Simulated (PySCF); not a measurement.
## Field gradients at the hydrogen positions

C7H4FNO.
Atom-mapped SMILES: `[N:1]#[C:2][C:3]1=[CH:4][C@@H:5]2[O:6][C@H:7]1[CH:8]=[C:9]2[F:10]` (hydrogens: H11 on C4; H12 on C5; H13 on C7; H14 on C8)

Structure used (GFN2-xTB), in Å, numbered top down from 1:
```
atom  x, y, z in Å
N1     3.519   -0.691    0.357
C2     2.446   -0.304    0.234
C3     1.130    0.147    0.114
C4     0.545    0.939   -0.787
C5    -0.919    1.008   -0.342
O6    -0.777    0.944    1.067
C7    -0.013   -0.249    1.084
C8    -0.899   -1.201    0.279
C9    -1.465   -0.401   -0.611
F10   -2.300   -0.659   -1.609
H11    0.949    1.423   -1.652
H12   -1.513    1.851   -0.674
H13    0.270   -0.550    2.087
H14   -0.974   -2.256    0.432
```

Level: PBE0/pcSseg-1 (PySCF, non-relativistic); Q(2H) = 0.00286 b; rigid geometry, the same for H and D, with no vibrational averaging.

Question: Rank these positions by the coupling χzz of a deuteron there, largest first.
A. H12 (methine hydrogen)
B. H14 (vinylic hydrogen)
C. H11 (vinylic hydrogen)

Answer: B (238 kHz), C (231 kHz), A (208 kHz).

Tabulate Vzz, the asymmetry η and χzz = 234.96 MHz × Q × Vzz for every hydrogen position.

```csv
atom,bonded to,bond length (Å),Vzz (au),η,χzz (kHz)
H11,C4,1.071,0.3444,0.03,231
H12,C5,1.084,0.3093,0.04,208
H13,C7,1.084,0.3076,0.04,207
H14,C8,1.069,0.3539,0.06,238
```

Geometry: GFN2-xTB; no solvent, vibrations or thermal averaging. GFN2-xTB bond lengths can be off by several hundredths of an ångström, more for odd bonds, and the gradients follow them. With so small a basis the couplings can be 20 % off.

These values come from a run that also computed NMR shieldings. Time: 35 s (grids of density and orbitals included); peak memory 0.82 GiB. Hardware: one thread, Arm Neoverse V1 (aarch64), shared host with 32 logical CPUs at a one-minute load of 9.1.
